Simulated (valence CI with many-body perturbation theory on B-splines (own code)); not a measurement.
Gd58+: magnetic and hyperfine properties of the levels

Computed by configuration interaction combined with many-body perturbation theory (CI+MBPT): four valence electrons over a frozen Dirac-Fock core [He], a basis of 11 s, 11 p, 10 d, 8 f, 5 g, 2 h functions for each j, with the one-electron correlation potential Σ1, the two-electron term Σ2, the three-electron term Σ3, Breit, model QED; selected CI, second order for the rest, scaled by the run's own slope (own B-spline code, finite nucleus).

The last digits are not significant, and no measured levels were compared; by estimate large intervals hold to a few tenths of a per cent, small ones and those within an open d or f shell to about a per cent. Among the levels kept, up to 920 cm⁻¹ of a level comes from second order outside the variational space, and about a tenth of that is noise between levels of different J, which matters for small intervals.

A/g_I is the dipole constant over the nuclear g factor μ/I (μ in nuclear magnetons, uniformly magnetised nucleus), B/Q the quadrupole constant per barn. Both hold the static response of the core; the bare values leave it out. Large factors of s and p1/2 electrons are usually good to 5 to 10 %; those of open d and f shells near neutrality can be off by tens of per cent, and small factors of p3/2, d and f electrons come from cancelling terms and can be off by a factor of two or in sign, in half-filled shells by more. B is blank for J = 1/2, where it vanishes, and for nearly pure S terms. Energies count from the lowest level. Levels with J = 0 are left out.

Levels are named by their leading jj configuration (3d3/2^4 stands for four electrons in 3d with j = 3/2), which in mixed levels can hold well under half, so a name can repeat and another be missing. Letters in brackets count levels of one name in rising energy.

```csv
Level,E (eV),g,A/g_I (MHz),A/g_I bare,B/Q (MHz/b),B/Q bare
(2s^2 2p1/2 2p3/2) J=1,723.2,1.477,-338000,-318000,511000,512000
(2s^2 2p1/2 2p3/2) J=2,740.6,1.149,1390000,1390000,940000,942000
(2s 2p1/2^2 2p3/2) J=2,963.0,1.522,3420000,3400000,958000,959000
(2s 2p1/2^2 2p3/2) J=1,1036.7,1.105,-2390000,-2330000,605000,606000
(2s^2 2p3/2^2) J=2,1481.0,1.296,534000,545000,78600,78700
(2s 2p1/2 2p3/2^2) J=2 [a],1663.0,1.551,2470000,2460000,226000,227000
(2s 2p1/2 2p3/2^2) J=3,1703.6,1.304,3060000,3040000,-1760,-1800
(2s 2p1/2 2p3/2^2) J=1 [a],1771.2,1.300,-2530000,-2470000,-398000,-398000
(2s 2p1/2 2p3/2^2) J=2 [b],1781.3,1.057,-159000,-131000,-156000,-156000
(2s 2p1/2 2p3/2^2) J=1 [b],1784.8,1.316,7330000,7250000,212000,213000
(2p1/2^2 2p3/2^2) J=2,2036.1,1.318,493000,518000,73700,73800
(2s 2p3/2^3) J=2,2473.0,1.428,3480000,3460000,-1040000,-1040000
(2s 2p3/2^3) J=1,2544.1,1.174,-2440000,-2380000,-416000,-417000
(2p1/2 2p3/2^3) J=1,2771.5,1.477,-375000,-337000,-507000,-508000
(2p1/2 2p3/2^3) J=2,2789.3,1.128,1380000,1390000,-1090000,-1090000
(2s^2 2p1/2 3s) J=1,7426.4,1.312,3780000,3760000,-13100,-13100
(2s^2 2p1/2 3p1/2) J=1,7494.7,0.643,2610000,2600000,-3180,-3190
(2s 2p1/2^2 3s) J=1,7638.1,2.011,7530000,7450000,13400,13400
(2s 2p1/2^2 3p1/2) J=1,7717.6,1.364,6570000,6500000,-4570,-4570
(2s^2 2p1/2 3p3/2) J=2,7727.9,1.151,1120000,1120000,291000,292000
(2s^2 2p1/2 3p3/2) J=1,7730.6,1.520,-478000,-471000,138000,138000
(2s^2 2p1/2 3d3/2) J=2,7783.4,0.748,1080000,1070000,63100,63600
(2s^2 2p1/2 3d3/2) J=1,7807.7,0.835,-787000,-783000,22300,22600
(2s^2 2p1/2 3d5/2) J=2,7854.6,1.282,-581000,-578000,55500,56000
(2s^2 2p1/2 3d5/2) J=3,7858.2,1.098,699000,696000,50300,50900
(2s 2p1/2^2 3p3/2) J=2,7946.8,1.513,3110000,3080000,285000,285000
(2s 2p1/2^2 3p3/2) J=1,7951.5,1.126,-2850000,-2810000,151000,151000
(2s 2p1/2^2 3d3/2) J=1,8001.6,0.459,-2940000,-2910000,24500,24700
(2s 2p1/2^2 3d3/2) J=2,8007.1,1.131,3020000,2980000,48300,48800
(2s 2p1/2^2 3d5/2) J=3,8070.3,1.340,2070000,2040000,43900,44500
(2s 2p1/2^2 3d5/2) J=2,8086.4,1.020,-1890000,-1870000,37100,37600
```

(1) Take the isotope of mass number 157, with I = 3/2, μ = -0.3398 μN and Q = 1.35 b. What is the hyperfine structure of (2s 2p1/2^2 2p3/2) J=1?

Results:

(1) From the table A = 540000 MHz, B = 817000 MHz. Shifts from the centre of gravity in MHz: F = 1/2: -329000, F = 3/2: -1360000, F = 5/2: 1010000.
